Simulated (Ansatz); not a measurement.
The cluster Ga₃Sb₂⁺, relaxed as a singlet with RKS r2SCAN-D4/def2-SVP in Ansatz, starting from the GFN2-xTB geometry. Force threshold 0.02 eV/Å.

In the def2 sets Sb takes a core potential; there is no spin–orbit coupling. The structure comes from a short search, and lower isomers may exist.

Start:

```csv
atom,x (Å),y (Å),z (Å)
Ga1,0.488,1.950,1.646
Ga2,0.846,-1.136,-2.849
Ga3,-1.615,-0.604,1.897
Sb4,-0.826,0.606,-0.913
Sb5,1.107,-0.816,0.219
```

Estimate the energy that the relaxation releases and the steps that it takes.

0.26 eV, in 13 steps; 56 s on 4 threads of Arm Neoverse V1 on a shared host. The force fell under the threshold at step 7, but the optimiser went on. No frequencies were taken in this run, so the end may be a saddle point.

Does the start keep its bonding?

By distances, no bond broke or formed, bridged metal pairs apart. The bond that changes most is Ga1–Sb5, from 3.17 to 3.00 Å (atoms count from 1). Metal–metal contacts that move far: Ga1–Ga3 3.32 to 2.57 Å.

Predict the relaxed structure.


```xyz
5

Ga    0.243    1.608    1.617
Ga    0.870   -1.071   -2.791
Ga   -1.439   -0.290    2.037
Sb   -0.805    0.598   -1.008
Sb    1.132   -0.845    0.145
```
Bond lengths (bridged metal pairs left out): 4 × Ga–Sb 2.96 to 3.00 Å; 1 × Sb–Sb 2.68 Å; 1 × Ga–Ga 2.57 Å.
